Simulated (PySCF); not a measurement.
F5Si, charge -1.

```xyz
6

F      0.0000     0.0000    -1.6953
Si     0.0000     0.0000     0.0000
F     -1.6618     0.0000     0.0000
F      0.8309    -1.4392     0.0000
F      0.8309     1.4392     0.0000
F      0.0000     0.0000     1.6953
```
Charge -1, spin multiplicity 1.

Geometry optimised at TPSSh-D3(BJ)/def2-SVPD.

All values below come from KT2/pcSseg-1 (PySCF). Non-relativistic, no solvent.

Computed absolute GIAO shielding of each atom: isotropic value and principal components (ppm):
```
atom  σ(iso)    σ11    σ22    σ33   span
----  ------  -----  -----  -----  -----
F1     306.4  256.6  256.6  406.1  149.6
Si2    478.2  440.3  497.1  497.1   56.8
F3     310.4  261.7  268.0  401.4  139.8
F4     310.4  261.7  268.0  401.4  139.8
F5     310.4  261.7  268.0  401.4  139.8
F6     306.4  256.6  256.6  406.1  149.6
```
